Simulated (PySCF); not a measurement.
Positional isomers: propene cyano+boryl. Isolated molecules, 0 K electronic values unless said otherwise. One relaxed conformer stands for each flexible species; it need not be the lowest. Strings in code marks are SMILES. All members: neutral, multiplicity 1. Level: TPSSh-D3(BJ)/def2-TZVP // CAM-B3LYP-D3(BJ)/def2-TZVP (PySCF). Delta-SCF ions had no search for a lower state.  The removal energy is E(N − 1 electrons) − E(N electrons) at the parent's geometry; ε(HOMO) is measured against the vacuum level.

```
species                                                     −ε(HOMO) (eV)  vertical ionisation energy (Delta-SCF) (eV)
----------------------------------------------------------  -------------  -------------------------------------------
`BC/C=C/C#N` (H–B–C–C torsion -163°, B–C–C–C torsion 125°)           7.19                                         9.68
`B/C(C)=C\C#N` (H–B–C–C torsion 0°)                                  7.68                                     withheld
`B/C=C(/C)C#N` (H–B–C–C torsion 0°)                                  7.86                                        10.36
`B/C=C(\C)C#N` (H–B–C–C torsion 0°)                                  7.90                                        10.38
`B/C=C\CC#N` (H–B–C–C torsion 177°, C–C–C–C torsion 129°)            8.11                                        10.62
`B/C=C/CC#N` (H–B–C–C torsion -1°, C–C–C–C torsion -130°)            8.14                                        10.66
```

Q: Fit vertical ionisation energy (Delta-SCF) = a + b·x to the 5 complete rows by least squares, with x = −ε(HOMO) in eV. Give a, b and the rms residual, and predict the withheld value.

A: Means of the 5 rows: x̄ = 7.84, ȳ = 10.34 eV. Σ(x − x̄)² = 0.5894 and Σ(x − x̄)(y − ȳ) = 0.6034, so b = 1.024 and a = ȳ − b·x̄ = 2.312 eV. The rms residual is 0.012 eV. At x = 7.68 the line gives 10.18 eV. The run for `B/C(C)=C\C#N` (H–B–C–C torsion 0°) gave 10.17 eV, so the line is off by 0.01 eV, within twice the rms residual.

Codes: PySCF.
